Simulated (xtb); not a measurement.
CHOS, charge +1, singlet, from a rough starting geometry; GFN2-xTB run with xtb.

Input for xtb:
```
$ xtb mol.xyz --gfn 2 --chrg 1 --opt vtight --json

# file mol.xyz
4

O     -0.15441746     0.10273321    -0.85432162
C     -0.15755424     0.08316570     0.33218205
S     -0.08733704     0.10263135     1.91448544
H      0.51949600    -0.28932853    -1.46756185
```

The log (banner, timings and long lists left out):

```
   ID    Z sym.   atoms
    1    8 O      1
    2    6 C      2
    3   16 S      3
    4    1 H      4

           -------------------------------------------------
          |                Calculation Setup                |
           -------------------------------------------------

           -------------------------------------------------
          |                 G F N 2 - x T B                 |
           -------------------------------------------------

          ...................................................
          :                      SETUP                      :
          :.................................................:
          :  # basis functions                  19          :
          :  # atomic orbitals                  18          :
          :  # shells                            8          :
          :  # electrons                        16          :
          :  max. iterations                   250          :
          :  Hamiltonian                  GFN2-xTB          :
          :  restarted?                      false          :
          :  GBSA solvation                  false          :
          :  PC potential                    false          :
          :  electronic temp.          300.0000000     K    :
          :  accuracy                    1.0000000          :
          :  -> integral cutoff          0.2500000E+02      :
          :  -> integral neglect         0.1000000E-07      :
          :  -> SCF convergence          0.1000000E-05 Eh   :
          :  -> wf. convergence          0.1000000E-03 e    :
          :  Broyden damping             0.4000000          :
          :  net charge                          1          :
          :  unpaired electrons                  0          :
          ...................................................

 iter      E             dE          RMSdq      gap      omega  full diag
   1     -9.5142325 -0.951423E+01  0.627E+00    3.45       0.0  T
   2     -9.5189205 -0.468805E-02  0.416E+00    3.60       1.0  T
   3     -9.5000359  0.188847E-01  0.330E+00    3.26       1.0  T
   4     -9.5233397 -0.233038E-01  0.656E-01    3.38       1.0  T
   5     -9.5236052 -0.265511E-03  0.301E-01    3.39       1.0  T
   6     -9.5236605 -0.552655E-04  0.505E-02    3.39       1.0  T
   7     -9.5236631 -0.260282E-05  0.261E-02    3.39       1.9  T
   8     -9.5236640 -0.933352E-06  0.219E-03    3.39      22.8  T
   9     -9.5236640 -0.181022E-08  0.114E-03    3.39      43.8  T
  10     -9.5236640 -0.179666E-08  0.259E-04    3.39     193.3  T
  11     -9.5236640 -0.464571E-10  0.664E-05    3.39     753.0  T

   *** convergence criteria satisfied after 11 iterations ***

         :::::::::::::::::::::::::::::::::::::::::::::::::::::
         ::                     SUMMARY                     ::
         :::::::::::::::::::::::::::::::::::::::::::::::::::::
         :: total energy              -9.431453074610 Eh    ::
         :: gradient norm              0.152241266245 Eh/a0 ::
         :: HOMO-LUMO gap              3.392693576311 eV    ::
         ::.................................................::
         :: SCC energy                -9.523664069706 Eh    ::
         :: -> isotropic ES            0.131988765556 Eh    ::
         :: -> anisotropic ES         -0.007199459282 Eh    ::
         :: -> anisotropic XC          0.001911672363 Eh    ::
         :: -> dispersion             -0.001226006717 Eh    ::
         :: repulsion energy           0.092210995096 Eh    ::
         :: add. restraining           0.000000000000 Eh    ::
         :: total charge               1.000000000000 e     ::
         :::::::::::::::::::::::::::::::::::::::::::::::::::::

      -----------------------------------------------------------
     |                   =====================                   |
     |                        A N C O P T                        |
     |                   =====================                   |
[...]
 * total energy  :    -9.4314531 Eh     change       -0.2126299E-11 Eh
 * total energy  :    -9.4372766 Eh     change       -0.5823573E-02 Eh
 * total energy  :    -9.4261178 Eh     change        0.1115888E-01 Eh
 * total energy  :    -9.4388784 Eh     change       -0.1276066E-01 Eh
 * total energy  :    -9.4396328 Eh     change       -0.7543480E-03 Eh
 * total energy  :    -9.4397739 Eh     change       -0.1411678E-03 Eh
 * total energy  :    -9.4398441 Eh     change       -0.7011236E-04 Eh
 * total energy  :    -9.4399128 Eh     change       -0.6870146E-04 Eh
 * total energy  :    -9.4399458 Eh     change       -0.3302482E-04 Eh
 * total energy  :    -9.4399525 Eh     change       -0.6747060E-05 Eh
 * total energy  :    -9.4399529 Eh     change       -0.3213110E-06 Eh
 * total energy  :    -9.4399529 Eh     change       -0.6430978E-07 Eh
   *** GEOMETRY OPTIMIZATION CONVERGED AFTER 12 ITERATIONS ***
         :: total energy              -9.439952916694 Eh    ::
[...]
         :: total charge               1.000000000000 e     ::
         :::::::::::::::::::::::::::::::::::::::::::::::::::::

           -------------------------------------------------
          |                Property Printout                |
           -------------------------------------------------

    * Orbital Energies and Occupations

         #    Occupation            Energy/Eh            Energy/eV
      -------------------------------------------------------------
         1        2.0000           -1.0237130             -27.8566
         2        2.0000           -0.9978433             -27.1527
         3        2.0000           -0.9270784             -25.2271
         4        2.0000           -0.8597274             -23.3944
         5        2.0000           -0.8437558             -22.9598
         6        2.0000           -0.7841488             -21.3378
         7        2.0000           -0.6972671             -18.9736
         8        2.0000           -0.6811700             -18.5356 (HOMO)
         9                         -0.5362337             -14.5917 (LUMO)
        10                         -0.5140446             -13.9879
        11                         -0.3871041             -10.5336
        12                         -0.2479555              -6.7472
        13                         -0.2479449              -6.7469
        14                         -0.1864659              -5.0740
        15                         -0.1379477              -3.7537
        16                         -0.1274727              -3.4687
        17                          0.2179345               5.9303
        18                          1.0407097              28.3192
      -------------------------------------------------------------
                  HL-Gap            0.1449363 Eh            3.9439 eV
             Fermi-level           -0.6087019 Eh          -16.5636 eV

     #   Z          covCN         q      C6AA      α(0)
     1   8 O        1.663    -0.105    15.927     5.388
     2   6 C        1.832     0.202    26.384     8.298
     3  16 S        0.981     0.467   121.762    18.664
     4   1 H        0.803     0.437     0.423     1.022

 Mol. C6AA /au·bohr⁶  :        429.650763
 Mol. C8AA /au·bohr⁸  :      15532.217296
 Mol. α(0) /au        :         33.371010

Wiberg/Mayer (AO) data.
largest (>0.10) Wiberg bond orders for each atom

 ---------------------------------------------------------------------------
     #   Z sym  total        # sym  WBO       # sym  WBO       # sym  WBO
 ---------------------------------------------------------------------------
     1   8 O    2.601 --     2 C    1.521     4 H    0.753     3 S    0.327
     2   6 C    3.938 --     3 S    2.412     1 O    1.521
     3  16 S    2.790 --     2 C    2.412     1 O    0.327
     4   1 H    0.809 --     1 O    0.753
 ---------------------------------------------------------------------------

Topologies differ in total number of bonds
Writing topology from bond orders to xtbtopo.mol

molecular dipole:
                 x           y           z       tot (Debye)
 q only:        0.290      -0.120       0.748
   full:        0.406      -0.185       0.644       1.992
molecular quadrupole (traceless):
                xx          xy          yy          xz          yz          zz
 q only:       -4.244      -0.347      -4.632      -2.417       1.551       8.876
  q+dip:       -4.660      -0.445      -5.157      -3.287       2.048       9.817
   full:       -4.054      -0.514      -4.641      -3.204       1.981       8.695

optimized geometry written to: xtbopt.xyz

           -------------------------------------------------
          | TOTAL ENERGY               -9.439952916694 Eh   |
          | GRADIENT NORM               0.000025094528 Eh/α |
          | HOMO-LUMO GAP               3.943917318841 eV   |
           -------------------------------------------------

normal termination of xtb
```
